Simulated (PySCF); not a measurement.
**LuH3(H2O) relaxed at several levels**

Computed with PySCF 2.14.0, PBE0, def2-SVP on the ligands, density fitting, scalar-relativistic core potentials, no spin-orbit coupling, vacuum. Each row is relaxed at its own level from the same template. Distances are means of the shortest metal–ligand contacts, charges and spins Mulliken's; removal energies are rigid, with the ligand's formal charge and no counterpoise, so too large; for an anion taken off a cation in vacuum most of it is the attraction of opposite charges, and multiply charged cations can part far more cheaply with an electron moved from ligand to metal. lcecp potentials hold a fixed number of 4f electrons in the core, out of states, spins and gaps.

```
level      basis on the metal  point group  M–H (Å)  M–H2O (Å)  charge on M (e)  dipole (D)  HOMO–LUMO gap (eV)  removal of one H (eV)  strongest infrared band, degenerate modes summed (cm⁻¹)  unstable modes (below −25 cm⁻¹)
 PBE0  lcecp-1-SVP with ECP60           C1    1.982      2.307             0.54        5.42                   –                   9.47                                                     1419                                0
```

Task: What does the calculation give for PBE0, def2-SVP with ECP28?

Result: point group: C1, M–H (Å): 1.958, M–H2O (Å): 2.268, charge on M (e): 0.55, dipole (D): 5.17, HOMO–LUMO gap (eV): 5.65, removal of one H (eV): 9.47, strongest infrared band, degenerate modes summed (cm⁻¹): 1460, unstable modes (below −25 cm⁻¹): 0.
```xyz
7

Lu    0.1132   -0.1204    0.1257
H     1.1180    1.3172    0.9899
H    -0.9495   -1.3074    1.2522
H     0.7684   -0.7898   -1.6057
O    -1.1738    1.1930   -1.2015
H    -1.2612    2.1530   -1.1255
H    -0.9123    0.9897   -2.1151
```

Moved off a saddle point of the template and relaxed again: PBE0, PBE0. One start shape was tried for each, so a minimum needn't be the lowest isomer.
